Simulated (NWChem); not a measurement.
TeBr2; SMILES Br[Te]Br

```xyz
3

Te     0.0000     0.0000     0.9147
Br    -1.9311     0.0000    -0.6795
Br     1.9311     0.0000    -0.6795
```
Atoms are numbered in this order, from 1.

Program: NWChem. Structure relaxed at the PBE0/def2-SVP level. def2 effective core potentials on Te; no spin-orbit coupling.

For level LC-wPBE (HJS exchange hole, range parameter 0.4 per bohr)/def2-SVP:

```
Quantity                     Result
---------------------------  ------
highest occupied level (eV)   -9.16
orbital gap (eV)               8.16
```

Task: Estimate the same quantities for level BHandHLYP/def2-SVP.

Result: The highest occupied level (eV) comes out as -7.46 and the orbital gap (eV) comes out as 5.33.
